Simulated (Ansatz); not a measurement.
Start from `FC(F)(F)S` and change one element to get `FC(F)(F)[TeH]`.

Ansatz, PBE0-D4/def2-TZVP geometries, multiplicity 1. Each molecule was computed in one conformer, which needn't be the lowest.

Elements past krypton have def2 core potentials.

| property | `FC(F)(F)S` |
| --- | --- |
| LUMO energy (PBE/def2-TZVPP) / eV | -1.38 |
| HOMO energy (PBE/def2-TZVPP) / eV | -6.83 |
| HOMO–LUMO gap (PBE0/def2-TZVPP) / eV | 7.84 |
| HOMO energy (B3LYP/def2-TZVPP) / eV | -7.97 |
| zero-point energy (PBE0-D4/def2-TZVP) / kJ/mol | 62.0 |
| LUMO energy (ωB97M-V/def2-TZVPP) / eV | 1.70 |

(1) What does the change do to each property? (Estimate.)

## Answers

(1) Computed: 
```json
{"property": "LUMO energy (PBE/def2-TZVPP) / eV", "`FC(F)(F)[TeH]`": "-2.38", "shift": "-1.00"}
{"property": "HOMO energy (PBE/def2-TZVPP) / eV", "`FC(F)(F)[TeH]`": "-5.86", "shift": "0.97"}
{"property": "HOMO–LUMO gap (PBE0/def2-TZVPP) / eV", "`FC(F)(F)[TeH]`": "5.41", "shift": "-2.43"}
{"property": "HOMO energy (B3LYP/def2-TZVPP) / eV", "`FC(F)(F)[TeH]`": "-6.79", "shift": "1.18"}
{"property": "zero-point energy (PBE0-D4/def2-TZVP) / kJ/mol", "`FC(F)(F)[TeH]`": "53.7", "shift": "-8.3"}
{"property": "LUMO energy (ωB97M-V/def2-TZVPP) / eV", "`FC(F)(F)[TeH]`": "0.32", "shift": "-1.38"}
```

With PBE0 the HOMO rises by 1.22 eV and the LUMO falls by 1.21 eV, so the gap narrows by about 2.43 eV. PBE moves the HOMO by 0.97 eV and ωB97M-V by 1.33 eV.

B3LYP here is the variant with VWN-RPA as its local correlation; programs differ in this.

Spin–orbit coupling is left out; it splits and shifts lone-pair levels of the heavy atoms by tenths of an eV.
